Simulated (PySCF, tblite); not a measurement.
Isomers of C4H10F2OSi2. All values are computed: GFN2-xTB (tblite) harmonic vibrations without scaling, gas phase. Against measured fundamentals such values can be off by several per cent, at times by over 20. Modes of hydrogen on silicon can be 10 to 20 % off. One conformer each.

Electronic energies: PBE0/pcSseg-1 single points on the GFN2-xTB geometries (PySCF, gas phase).

```json
{"SMILES": "CCO/C([SiH3])=C\\[SiH](F)F", "electronic energy, lowest = 0 (kcal/mol)": "0.0"}
{"SMILES": "CO[SiH2]C([SiH2]C)=C(F)F", "electronic energy, lowest = 0 (kcal/mol)": "46.4"}
{"SMILES": "CO[SiH2][SiH2]C(C)=C(F)F", "electronic energy, lowest = 0 (kcal/mol)": "63.2"}
```

Problem. How do GFN2-xTB zero-point energies change the relative energies?

Solution. 
```
                   SMILES  ZPE (kcal/mol)  of it from modes above 1550 cm⁻¹  electronic (kcal/mol)  with ZPE, lowest = 0 (kcal/mol)  lowest mode (cm⁻¹)  rings
CCO/C([SiH3])=C\[SiH](F)F            80.8                              41.2                    0.0                              0.0                  25      0
 CO[SiH2]C([SiH2]C)=C(F)F            79.7                              41.0                   46.4                             45.3                  32      0
 CO[SiH2][SiH2]C(C)=C(F)F            80.0                              40.6                   63.2                             62.4                 10i      0
```

The zero-point energies span 1.1 kcal/mol, from `CO[SiH2]C([SiH2]C)=C(F)F` to `CCO/C([SiH3])=C\[SiH](F)F`. Slightly imaginary modes are left out of the zero-point energy: `CO[SiH2][SiH2]C(C)=C(F)F` 9.6i cm⁻¹. The order is unchanged.

Problem. And how do the electronic energies of GFN2-xTB itself compare?

Solution. `CCO/C([SiH3])=C\[SiH](F)F` 0.0; `CO[SiH2]C([SiH2]C)=C(F)F` 49.2; `CO[SiH2][SiH2]C(C)=C(F)F` 51.3 kcal/mol, lowest = 0. Against the energies above, taken from the same isomer `CCO/C([SiH3])=C\[SiH](F)F`, the largest difference is 11.9 kcal/mol.
